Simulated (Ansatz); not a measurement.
tin monoxide (OSn), singlet (typed; the unrestricted solution is spin-contaminated), geometry from GFN2-xTB (such geometries of metal compounds can be far from the true shape) (core potentials on Sn), with bond 1-2 at 1.5 times its length.

Input for Ansatz (a quantum-chemistry and plane-wave program):
Ansatz 0.2 input:
```yaml
crystal:
  periodic: [false, false, false]
  atoms:
    - {symbol: Sn, position_ang: [0.00000000, 0.00000000, -1.15066837]}
    - {symbol: O, position_ang: [0.00000000, 0.00000000, 1.55495727]}
basis:
  gaussian:
    orbitals: def2-SV_P_.json
hamiltonian:
  xc: b3lyp
scf: {lower_state_search: off}
magnetization: {spin_polarized: true}
```
The basis file holds def2-SV(P) in the JSON format of the Basis Set Exchange.

### Question
Predict the number of basis functions from Ansatz with B3LYP/def2-SV(P).

### Answer
40

### Question
What <S^2> does B3LYP/def2-SV(P) give?

### Answer
1.070

### Question
What total energy does B3LYP/def2-SV(P) give?

### Answer
-289.394929 Ha
